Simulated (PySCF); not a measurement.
# Radial density of Ga⁺ (gallium, charge +1)

TPSS, [Ar] 3d10 4s2, closed-shell 1S. All numbers are calculated (PySCF 2.14, the spin-free X2C one-electron Hamiltonian (Gaussian nucleus), in aug-cc-pVDZ-DK (6s5p3d, 36 functions)).

```
r (bohr)  4πr²ρ (e/bohr)
0.000650          0.1823
 0.00109          0.4722
 0.00184           1.144
 0.00309           2.726
 0.00521           6.240
 0.00876           13.21
  0.0147           24.34
  0.0248           35.63
  0.0417           36.75
  0.0701           30.28
   0.118           39.54
   0.198           38.74
   0.334           20.82
   0.561           26.77
   0.944           12.38
    1.59           2.660
    2.67          0.8012
    4.49         0.04866
    7.55       0.0003189
```

Densities and radii are taken from the X2C orbitals without a picture-change correction, which distorts them close to the nucleus.
